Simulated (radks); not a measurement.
Task: Species: Ne II. Configuration: [He] 2s2 2p5. Calculated with a radial shooting solver on a logarithmic mesh with Libxc functionals: Dirac Kohn-Sham, PBEsol, spin-unpolarised, spherical densities, point nucleus; open shells fill j = l - 1/2 first. Some entries of the table are withheld. Estimate them.

orbital,occ.,eigenvalue (eV),r(max) (bohr),<1/r> (bohr^-1)
1s1/2,2,-850.8357,0.1028,(1)
2s1/2,2,(2),0.6731,1.690
2p1/2,2,(3),(4),1.542
2p3/2,3,(5),(6),1.538

Result: 
(1) 1s1/2 <1/r> (bohr^-1): 9.612
(2) 2s1/2 eigenvalue (eV): -55.4125
(3) 2p1/2 eigenvalue (eV): -32.2560
(4) 2p1/2 r(max) (bohr): 0.6025
(5) 2p3/2 eigenvalue (eV): -32.1378
(6) 2p3/2 r(max) (bohr): 0.6038
